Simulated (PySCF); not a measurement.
W(O)(S)(NH2)(OSiH3) (H₅NO₂SSiW), SMILES [NH2][W](=[O])(=[S])[O][SiH3], multiplicity 1.

The structure is a stationary point at B3LYP-D3(BJ)/def2-SVP. The spin state was assumed, not searched. The structure was generated by enumeration; whether it is a known compound was not checked. The def2 effective core potentials stand for the cores of W; spin–orbit coupling is left out. One conformer was computed; it need not be the lowest.

Two levels are set side by side: TDDFT-PBE/def2-SVPD (PySCF) and TDDFT-LC-ωPBE/def2-SVPD (PySCF). Vertical, same geometry. The lowest singlet is HOMO→LUMO 99 % with PBE and HOMO→LUMO 96 % with the other functional; states are paired by order. Differences are taken from unrounded values.

| quantity | TDDFT-LC-ωPBE | TDDFT-PBE | TDDFT-PBE minus TDDFT-LC-ωPBE |
|---|---|---|---|
| lowest singlet excitation (eV) | 3.49 | 3.35 | -0.14 |
| lowest triplet excitation (TDA) (eV) | 3.17 | 3.06 | -0.12 |

Functionals without exact exchange tend to place singlet excitations lower, as here. Differences between two approximate levels are no errors against the true value.

Rough cost on one machine, each run with all the roots and properties that it gave: TDDFT-LC-ωPBE against TDDFT-PBE about 7 times.
